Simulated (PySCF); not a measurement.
Computed shifts of a molecule C₂H₅BO₃, PBE/pcSseg-1 run with PySCF, GIAO, gas phase, equivalent atoms averaged, in ppm (number of nuclei): ¹³C: 109.3 (1), 62.8 (1). ¹H: 5.97 (2), 4.79 (1), 4.17 (1), 3.98 (1). References: ¹⁷O against H2O (σ = 334.3 ppm); ¹¹B against BF3 (σ = 83.9 ppm); ¹³C against TMS (σ = 182.0 ppm); ¹H against TMS (σ = 31.49 ppm), references at their B3LYP-D3(BJ)/def2-TZVP geometries, non-relativistic. Coordinates come from a PBE-D3(BJ)/def2-SVP optimisation. The values are those of a single conformer.

**Question.** Identify the compound among the candidates.
A. OB1COCO1
B. CC(=O)B(O)O
C. O=CCB(O)O
D. O=CB(O)CO

**Answer.** A, OB1COCO1
